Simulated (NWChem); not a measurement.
System: CH5ClFNSi; SMILES NC[Si@H](F)Cl

The following NWChem deck was run.

```
start job
memory heap 200 mb stack 900 mb global 1100 mb
geometry units angstroms noautoz
  N     -0.398765     2.629157    -0.039808
  C     -0.917501     1.264743    -0.269202
  Si     0.237635    -0.078962     0.363337
  F      1.655961     0.078960    -0.393016
  Cl    -0.488799    -1.983383    -0.020599
  H     -0.260387     2.801654     0.954610
  H      0.508118     2.745169    -0.488613
  H     -1.096272     1.134911    -1.343676
  H     -1.901786     1.177884     0.207775
  H      0.499794     0.032590     1.817787
end
basis spherical
  * library def2-svp
end
dft
  xc slater vwn_5
  iterations 150
  mulliken
end
task dft energy
```

Parts of the log:

```
             Northwest Computational Chemistry Package (NWChem) 7.3.0
             --------------------------------------------------------

 C1  symmetry detected

                             Geometry "geometry" -> ""
                             -------------------------

 Output coordinates in angstroms (scale by  1.889725989 to convert to a.u.)

  No.       Tag          Charge          X              Y              Z
 ---- ---------------- ---------- -------------- -------------- --------------
    1 N                    7.0000    -0.45231515     2.62312282    -0.02329807
    2 C                    6.0000    -0.91739280     1.25161781    -0.31657440
    3 Si                  14.0000     0.22417379    -0.07657148     0.37097693
    4 F                    9.0000     1.68846328     0.13263673    -0.27767249
    5 Cl                  17.0000    -0.42278677    -1.98956791    -0.10211845
    6 H                    1.0000    -0.39015640     2.77739807     0.98174237
    7 H                    1.0000     0.48106772     2.77116522    -0.40303660
    8 H                    1.0000    -1.01520271     1.14072243    -1.40351746
    9 H                    1.0000    -1.93073461     1.13019310     0.08624431
   10 H                    1.0000     0.37836135     0.00987925     1.84248924

 Effective nuclear repulsion energy (a.u.)     295.9730447301

                                 NWChem DFT Module
                                 -----------------

 Summary of "ao basis" -> "ao basis" (spherical)
 ------------------------------------------------------------------------------
       Tag                 Description            Shells   Functions and Types
 ---------------- ------------------------------  ------  ---------------------
 N                          def2-svp                 6       14   3s2p1d
 C                          def2-svp                 6       14   3s2p1d
 Si                         def2-svp                 8       18   4s3p1d
 F                          def2-svp                 6       14   3s2p1d
 Cl                         def2-svp                 8       18   4s3p1d
 H                          def2-svp                 3        5   2s1p

            General Information
            -------------------
          SCF calculation type: DFT
          Wavefunction type:  closed shell.
          No. of atoms     :    10
          No. of electrons :    58
           Alpha electrons :    29
            Beta electrons :    29
          Charge           :     0
          Spin multiplicity:     1
          Use of symmetry is: off; symmetry adaption is: off
          Maximum number of iterations: 150
          AO basis - number of functions:   103
                     number of shells:    49
          Convergence on energy requested:  1.00D-06
          Convergence on density requested:  1.00D-05
          Convergence on gradient requested:  5.00D-04

              XC Information
              --------------
                        Slater Exchange Functional  1.000 local
                      VWN V Correlation Functional  1.000 local

             Grid Information
             ----------------
          Grid used for XC integration:  medium
          Radial quadrature: Mura-Knowles
          Angular quadrature: Lebedev.
          Tag              B.-S. Rad. Rad. Pts. Rad. Cut. Ang. Pts.
          ---              ---------- --------- --------- ---------
          N                   0.65       49          11.0       434
          C                   0.70       49           9.0       434
          Si                  1.10       88           9.0       590
          F                   0.50       49          10.0       434
          Cl                  1.00       88          12.0       590
          H                   0.35       45          11.0       434
          Grid pruning is: on
          Number of quadrature shells:   548
          Spatial weights used:  Erf1

      Superposition of Atomic Density Guess
      -------------------------------------

 Sum of atomic energies:        -941.71996206

      Non-variational initial energy
      ------------------------------

 Total energy =    -943.586753
 1-e energy   =   -1890.425333
 2-e energy   =     650.865536
 HOMO         =      -0.277940
 LUMO         =       0.071374

     ---------------------------------------------
      Total Density - Mulliken Population Analysis
     ---------------------------------------------

    Atom       Charge   Shell Charges
 -----------   ------   -------------------------------------------------------
    1 N    7     7.56   1.99  1.04  0.46  2.46  1.58  0.01
    2 C    6     6.26   1.99  0.95  0.26  1.96  1.06  0.03
    3 Si  14    12.75   2.00  1.99  0.92  0.16  5.93  0.88  0.61  0.26
    4 F    9     9.57   1.99  1.15  0.78  3.52  2.13  0.00
    5 Cl  17    17.42   2.00  1.99  1.22  0.72  5.94  2.16  3.37  0.01
    6 H    1     0.78   0.61  0.13  0.04
    7 H    1     0.78   0.61  0.13  0.04
    8 H    1     0.89   0.68  0.19  0.02
    9 H    1     0.89   0.67  0.19  0.02
   10 H    1     1.10   0.70  0.39  0.01

   convergence    iter        energy       DeltaE   RMS-Dens  Diis-err
 ---------------- ----- ----------------- --------- --------- ---------
 d= 0,ls=0.0,diis     1   -940.9109745287 -1.24D+03  1.99D-02  1.31D+00
 d= 0,ls=0.0,diis     2   -940.7237912757  1.87D-01  1.34D-02  3.02D+00
 d= 0,ls=0.0,diis     3   -941.0013518584 -2.78D-01  2.96D-03  1.88D-01
 d= 0,ls=0.0,diis     4   -941.0141918555 -1.28D-02  1.68D-03  2.44D-02
 d= 0,ls=0.0,diis     5   -941.0172879272 -3.10D-03  3.84D-04  1.24D-03
  Resetting Diis
 d= 0,ls=0.0,diis     6   -941.0174439693 -1.56D-04  8.83D-05  1.42D-04
 d= 0,ls=0.0,diis     7   -941.0174568524 -1.29D-05  9.01D-05  2.07D-05
 d= 0,ls=0.0,diis     8   -941.0174506831  6.17D-06  5.76D-05  7.53D-05
 d= 0,ls=0.0,diis     9   -941.0174591921 -8.51D-06  5.69D-06  3.64D-07
 d= 0,ls=0.0,diis    10   -941.0174592326 -4.05D-08  1.58D-06  2.65D-08

         Total DFT energy =     -941.017459232557
      One electron energy =    -1893.513946978527
           Coulomb energy =      726.232491816596
    Exchange-Corr. energy =      -69.709048800682
 Nuclear repulsion energy =      295.973044730056

 Numeric. integr. density =       58.000004209991

                       DFT Final Molecular Orbital Analysis
                       ------------------------------------

 Vector   27  Occ=2.000000D+00  E=-2.930350D-01
              MO Center= -3.4D-01, -1.7D+00, -8.1D-02, r^2= 1.8D+00
   Bfn.  Coefficient  Atom+Function         Bfn.  Coefficient  Atom+Function
  ----- ------------  ---------------      ----- ------------  ---------------
    71      0.576174   5 Cl px               68      0.434753   5 Cl px
    65      0.254550   5 Cl px               73     -0.151561   5 Cl pz
    72     -0.123387   5 Cl py               39      0.117470   3 Si px
    51     -0.116172   4 F  py               70     -0.116080   5 Cl pz
    69     -0.094334   5 Cl py               17      0.086626   2 C  s

 Vector   28  Occ=2.000000D+00  E=-2.834769D-01
              MO Center= -2.9D-01, -1.3D+00,  1.5D-01, r^2= 3.2D+00
   Bfn.  Coefficient  Atom+Function         Bfn.  Coefficient  Atom+Function
  ----- ------------  ---------------      ----- ------------  ---------------
    73      0.539470   5 Cl pz               70      0.407153   5 Cl pz
    67      0.237711   5 Cl pz               99     -0.197642  10 H  s
   100     -0.195395  10 H  s                17      0.152911   2 C  s
    71      0.105602   5 Cl px               72     -0.096533   5 Cl py
    38     -0.091635   3 Si pz                4     -0.086751   1 N  px

 Vector   29  Occ=2.000000D+00  E=-2.007851D-01
              MO Center= -5.4D-01,  2.1D+00, -7.9D-02, r^2= 2.6D+00
   Bfn.  Coefficient  Atom+Function         Bfn.  Coefficient  Atom+Function
  ----- ------------  ---------------      ----- ------------  ---------------
     4      0.322583   1 N  px                5     -0.320770   1 N  py
     8      0.306529   1 N  py                7     -0.254301   1 N  px
    31      0.240246   3 Si s                 6      0.201582   1 N  pz
    17      0.195682   2 C  s                 3      0.166089   1 N  s
     2      0.163244   1 N  s                72     -0.159791   5 Cl py

 Vector   30  Occ=0.000000D+00  E=-1.469654D-02
              MO Center=  3.2D-02,  7.1D-01,  4.2D-01, r^2= 4.5D+00
   Bfn.  Coefficient  Atom+Function         Bfn.  Coefficient  Atom+Function
  ----- ------------  ---------------      ----- ------------  ---------------
     3      0.625089   1 N  s                40     -0.574709   3 Si py
    39     -0.562591   3 Si px               80     -0.415220   6 H  s
    64     -0.346400   5 Cl s                72     -0.347295   5 Cl py
    85     -0.330591   7 H  s                49      0.250592   4 F  s
    37     -0.240417   3 Si py                2      0.176920   1 N  s

 Vector   31  Occ=0.000000D+00  E= 3.928408D-04
              MO Center=  2.5D-01, -2.5D-01,  3.5D-01, r^2= 3.8D+00
   Bfn.  Coefficient  Atom+Function         Bfn.  Coefficient  Atom+Function
  ----- ------------  ---------------      ----- ------------  ---------------
    39      0.762276   3 Si px               40     -0.502318   3 Si py
    17      0.405324   2 C  s                31      0.400913   3 Si s
    49     -0.390633   4 F  s                41     -0.319484   3 Si pz
    71     -0.314642   5 Cl px               80     -0.310705   6 H  s
     3      0.278374   1 N  s                90     -0.249273   8 H  s

 Vector   32  Occ=0.000000D+00  E= 2.370281D-02
              MO Center= -4.9D-01,  6.6D-01,  4.2D-02, r^2= 5.7D+00
   Bfn.  Coefficient  Atom+Function         Bfn.  Coefficient  Atom+Function
  ----- ------------  ---------------      ----- ------------  ---------------
    17      1.558290   2 C  s                32     -1.259279   3 Si s
    90     -0.627811   8 H  s                95     -0.615334   9 H  s
     3      0.547066   1 N  s               100      0.510841  10 H  s
    39      0.493405   3 Si px               85     -0.429297   7 H  s
    80     -0.395948   6 H  s                72      0.387419   5 Cl py

     ---------------------------------------------
      Total Density - Mulliken Population Analysis
     ---------------------------------------------

    Atom       Charge   Shell Charges
 -----------   ------   -------------------------------------------------------
    1 N    7     7.26   1.98  0.99  0.45  2.43  1.38  0.02
    2 C    6     6.22   1.98  0.90  0.23  2.13  0.95  0.04
    3 Si  14    13.47   2.00  1.97  1.09  0.10  5.91  1.24  0.77  0.39
    4 F    9     9.26   1.99  1.11  0.80  3.34  2.01  0.00
    5 Cl  17    17.20   2.00  1.98  1.28  0.67  5.92  2.17  3.16  0.02
    6 H    1     0.87   0.70  0.13  0.04
    7 H    1     0.86   0.69  0.13  0.04
    8 H    1     0.90   0.70  0.18  0.02
    9 H    1     0.90   0.70  0.18  0.02
   10 H    1     1.05   0.71  0.34  0.01

     -------------------------------------------
      Total Density - Lowdin Population Analysis
     -------------------------------------------

    Atom       Charge   Shell Charges
 -----------   ------   -------------------------------------------------------
    1 N    7     7.11   1.97  0.72  0.45  2.23  1.71  0.04
    2 C    6     6.19   1.96  0.59  0.33  1.91  1.31  0.08
    3 Si  14    13.65   2.00  1.93  0.70  0.33  5.80  1.26  1.01  0.63
    4 F    9     9.16   1.97  1.01  0.77  3.20  2.20  0.01
    5 Cl  17    17.04   2.00  1.95  1.06  0.79  5.82  2.27  3.14  0.02
    6 H    1     0.93   0.59  0.22  0.12
    7 H    1     0.93   0.59  0.22  0.12
    8 H    1     0.95   0.62  0.26  0.07
    9 H    1     0.95   0.62  0.26  0.07
   10 H    1     1.08   0.63  0.43  0.03

     Multipole analysis of the density
     ---------------------------------

     L   x y z        total         alpha         beta         nuclear
     -   - - -        -----         -----         ----         -------
     0   0 0 0     -0.000000    -29.000000    -29.000000     58.000000

     1   1 0 0     -0.157133     -0.078566     -0.078566     -0.000000
     1   0 1 0      0.459875      0.229938      0.229938     -0.000000
     1   0 0 1      0.347475      0.173737      0.173737      0.000000

     2   2 0 0    -33.691906    -90.351694    -90.351694    147.011483
     2   1 1 0      1.830808      4.855364      4.855364     -7.879920
     2   1 0 1     -0.154412     -1.636944     -1.636944      3.119475
     2   0 2 0    -34.595952   -272.753276   -272.753276    510.910599
     2   0 1 1      1.463137      0.652922      0.652922      0.157292
     2   0 0 2    -31.119465    -33.238947    -33.238947     35.358428
```

Level: LDA (Slater exchange, VWN5)/def2-SVP. Coordinates come from a B3LYP/6-31G* (spherical d) optimisation.
